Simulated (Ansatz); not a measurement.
Consider the hydrogenolysis of a C–O bond: `N[SiH2]OCO` + H₂ → `CO[SiH2]N` + H₂O.

Computed with Ansatz on PBE0-D4/def2-TZVP structures; ΔE is electronic, products minus reactants. CCSD(T)/CBS adds triple-zeta CCSD(T) − MP2 to the extrapolated MP2 energy (def2 sets, frozen cores). This one scheme is used for every species. Each species was taken in one conformer, which may not be the lowest.

| species | CCSD(T)/CBS(def2) energy (Eh) |
| --- | --- |
| `N[SiH2]OCO` | -536.45805 |
| H₂ | -1.17544 |
| `CO[SiH2]N` | -461.28168 |
| H₂O | -76.37941 |

Q: Work out ΔE.

A: ΔE = (-461.28168) + (-76.37941) − (-536.45805) − (-1.17544) = -0.02760 Eh = -17.3 kcal/mol.

Largest T1 diagnostic among the species: 0.011.

In def2-TZVPP, CCSD(T) changes the Hartree–Fock value by +1.9 kcal/mol (the triples alone add +0.9 kcal/mol) and MP2 by +1.5 kcal/mol. From PBE to PBE0 (25 % exact exchange), in def2-TZVPP and without D4, ΔE moves by −1.1 kcal/mol. The D4 term adds +0.9 kcal/mol with B3LYP and +0.5 kcal/mol with PBE0; it sums over pairs of atoms, weighted by their polarisabilities, and B3LYP, whose exchange is more repulsive, gets the larger term.

B3LYP here is the variant with VWN-RPA as its local correlation; programs differ in this.
